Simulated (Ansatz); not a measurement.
H₂O + `[Cl][In]([Cl])[Cl]` → `[OH2+][In-]([Cl])([Cl])[Cl]`  (adduct formation)

Program: Ansatz. Geometries: PBE0-D4/def2-TZVP. ΔE: electronic, gas phase. CCSD(T)/CBS adds triple-zeta CCSD(T) − MP2 to the extrapolated MP2 energy (def2 sets, frozen cores). This one scheme is used for every species. Functionals use def2-TZVPP. def2 core potentials past Kr. For In outer-core shells are correlated without core-valence functions, which leaves a few kJ/mol of doubt a bond. One conformer a species, not always the lowest.

(1) Is it downhill or uphill in electronic energy at CCSD(T)/CBS, and by how much? (An estimate is asked.)

(2) What do these levels give: PBE0-D4, r2SCANh-D4, r2SCAN0-D4, ωB97X-V, B2PLYP, MP2/def2-TZVPP? (An estimate is asked.)

Largest T1 diagnostic among the species: 0.012.

## Answers

(1) The calculation gave: Downhill: ΔE = -89.6 kJ/mol.

(2) Computed: PBE0-D4 -86.0, r2SCANh-D4 -92.1, r2SCAN0-D4 -93.3, ωB97X-V -90.6, B2PLYP -79.9, MP2/def2-TZVPP -89.7 kJ/mol.

At CCSD(T), def2-SVP lies −18.6 kJ/mol from the extrapolated value and def2-TZVPP +2.6 kJ/mol. From BLYP to BHLYP (50 % exact exchange), in def2-TZVPP and without D4, ΔE moves by −19.8 kJ/mol.
